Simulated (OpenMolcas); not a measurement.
neutral silicon: RASPT2 settings compared

```json
{
 "Program": "OpenMolcas 26.06",
 "Basis": "ANO-RCC-VQZP [6s5p3d2f1g]",
 "Scalar Hamiltonian": "X2C, point nucleus",
 "Active space": "4 electrons in 9 orbitals (RAS2 3s 3p; RAS3 3d, at most 2 electrons)",
 "State averaging": "2S+1 = 3 even, 3 roots; 2S+1 = 1 even, 6 roots kept (CI in the orbitals of an earlier block); 2S+1 = 5 odd, 1 root",
 "Spin-orbit coupling": "RASSI with atomic mean-field integrals over the reference wave functions, term energies averaged over their components"
}
```

Methods on the same reference wave functions:
A. RASSCF
B. SS-RASPT2, IPEA 0.35 Eh, imaginary shift 0.25 Eh (closed shells correlated: 2s 2p)
C. SS-RASPT2, IPEA 0.4 Eh, imaginary shift 0.05 Eh (closed shells correlated: 2s 2p)
D. SS-RASPT2, IPEA 0.3 Eh, real shift 0.2 Eh (closed shells correlated: 2s 2p)

Energies in eV above 3s2 3p2 3P0, the measured ground level; measured values from NIST Handbook of Basic Atomic Spectroscopic Data.

```json
{"Level": "3s2 3p2 3P0", "A": "0.0000", "B": "0.0000", "C": "0.0000", "D": "0.0000", "Measured": "0.0000"}
{"Level": "3s2 3p2 3P1", "A": "0.0083", "B": "0.0083", "C": "0.0083", "D": "0.0083", "Measured": "0.0096"}
{"Level": "3s2 3p2 3P2", "A": "0.0243", "B": "0.0243", "C": "0.0243", "D": "0.0243", "Measured": "0.0277"}
{"Level": "3s2 3p2 1D2", "A": "1.0905", "B": "0.789", "C": "0.781", "D": "0.791", "Measured": "0.7810"}
{"Level": "3s2 3p2 1S0", "A": "2.4566", "B": "1.982", "C": "1.919", "D": "1.953", "Measured": "1.9087"}
{"Level": "3s 3p3 5S* 2", "A": "3.6098", "B": "3.950", "C": "3.950", "D": "3.948", "Measured": "4.1319"}
```

Deviations, from unrounded energies. A percentage is the sum of absolute deviations over the sum of measured energies, with the sign that they share, or ± where signs differ.

```
                        Against measurement  Levels      A      B      C      D
             mean absolute deviation (cm-1)       5   2200    430    320    390
      fine structure of the ground term (%)       2  -12.5  -12.4  -12.3  -12.4
other terms of the ground configuration (%)       2  +31.9   +3.0   ±0.4   +2.0
                   other configurations (%)       1  -12.6   -4.4   -4.4   -4.5
```

C lies closest to measurement on these levels and A furthest from it. The largest miss of C in the table is 3s 3p3 5S* 2, by -1500 cm-1. The ranking rests on the paired levels alone, and a cruder setting can come out closer through cancelling errors.

Among B to D the level of the table that moves most is 3s2 3p2 1S0, by 510 cm-1 (lowest in C, highest in B). Moves below CASPT2's spread within the term are not significant.

From A to B the spin-free energies of the other terms of 3s2 3p2 shown, above 3P, scale by factors of 0.72 to 0.81.

The lowest spin-free term lies below A's lowest term by 0.074 hartree in B, 0.074 hartree in C, 0.074 hartree in D.

CASPT2 does not keep the components of a term degenerate, so their means are used; among the terms shown or strongly mixed into the levels shown the widest spread is 42 cm-1 (3s2 3p2 1D, C). Terms from blocks run as CI alone lack orbitals of their own. Active for correlation alone: 3d; no level in the range computed is led by a configuration that fills it, so any true level of that kind is missing. Without dynamic correlation excited terms often stand tens of per cent too high (terms of higher spin than the ground term too low), and those without a measured partner can miss by more than the paired ones (holds for A). Computed and measured levels are paired by configuration, term and J; levels that our copy of the source lacks, or whose pairing is in doubt (as where it misses far off the trend of its configuration), stay unpaired and out of the deviations. Levels of configurations outside the active space are missing.

* marks odd parity.
